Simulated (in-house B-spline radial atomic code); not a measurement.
A calculation on Ge4+: its settings, and results tabulated from the run. Computed with a radial B-spline atomic code at the basis-set limit: Dirac-Kohn-Sham PBE0, spherical fractional occupations, Fermi nucleus of rms radius 4.0742 fm.

Command:
```bash
python run_scf.py task.json out
```
Settings (nuclear radius in fm, mass in u):
```
Z                32
configuration    [Ar] 3d10
hamiltonian      dirac
method           pbe0
spin_polarised   False
nucleus          fermi
rms_radius       4.0742
atomic_mass      73.92118
speed_of_light   137.035999084
```

Output (hartree, bohr):
```
 radial grid: 67 intervals, B-splines of order 8, outer radius 14.6809 bohr

 iter        energy (Eh)    residual
    1       -2085.245443    4.94e-01
    2       -2087.177850    6.87e-01
    3       -2095.038101    6.85e-02
    4       -2095.126168    1.69e-02
    5       -2095.129176    3.50e-03
    6       -2095.129289    2.07e-03
    7       -2095.129376    2.64e-04
    8       -2095.129377    3.85e-06
    9       -2095.129377    2.26e-08

 total energy                     -2095.12938
 kinetic                            2139.4804
 electron-nucleus                  -5005.6635
 Hartree                             849.5303
 exact exchange                      -19.2931
 exchange-correlation                -59.1835

 first-order corrections (not in the total)
   Gaunt                             1.0477
   retardation                      -0.0978
   frequency dependence             -0.0037
   self-energy                       0.7012
   Uehling                          -0.0671
   Wichmann-Kroll                    0.0006
   recoil                            0.0115

 orbital      occ     eigenvalue          <r>       <r^2>       <1/r>     <1/r^3>       r_max    small
 1s1/2      2.000      -406.6290    0.0469928  0.00297217     32.3848           -     0.03073  1.34e-02
 2s1/2      2.000       -52.9739     0.209575   0.0518692     7.15768           -       0.176  2.60e-03
 2p1/2      2.000       -47.2709     0.181202   0.0403269     7.11072           -      0.1392  2.58e-03
 2p3/2      4.000       -46.0957      0.18479     0.04181     6.91747      958.77      0.1422  2.53e-03
 3s1/2      2.000        -8.3077     0.623307    0.447838      2.2909           -      0.5426  5.94e-04
 3p1/2      2.000        -6.4109      0.63846    0.479064     2.16447           -      0.5382  5.44e-04
 3p3/2      4.000        -6.2510     0.648715    0.494404     2.11904     129.289      0.5465  5.30e-04
 3d3/2      4.000        -3.0240     0.711926    0.636567      1.8137     14.7361      0.5028  4.08e-04
 3d5/2      6.000        -3.0015     0.716434     0.64457     1.80156     14.4522      0.5056  4.04e-04
```

Time taken, with all properties: 2.1 s on 1 thread of Intel(R) Xeon(R) 6975P-C, with other jobs on the host.

For the Dirac Hamiltonian the kinetic term is c α·p + (β - 1)c².
